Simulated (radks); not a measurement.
Polarisability of the selenium ion Se+, [Ar] 3d10 4s2 4p3, at imaginary frequency. All-electron calculation, non-relativistic Kohn-Sham, LB94 model potential, spin-polarised, spherical densities, point nucleus; open shells are filled with parallel spins first. Program: a radial shooting solver on a logarithmic mesh with Libxc functionals. Response by self-consistent Sternheimer equations with the Hartree and adiabatic LDA kernel.

w (hartree),alpha1(iw) (bohr^3)
0.00266,14.21
0.0143,14.20
0.0360,14.15
0.0697,13.98
0.118,13.56
0.186,12.71
0.280,11.24
0.413,9.114
0.605,6.617
0.892,4.253
1.35,2.435
2.12,1.265
3.59,0.6004
6.94,0.2417
17.5,0.05951

Static values: alpha1 = 14.21 bohr^3 (2.106 angstrom^3; uncoupled 21.80). C6 = 87.19, triple-dipole C9 = 900.3 atomic units. One-pole (London) frequency 4 C6 / (3 alpha1^2) = 0.575 hartree, against 0.775 for minus the highest occupied eigenvalue.
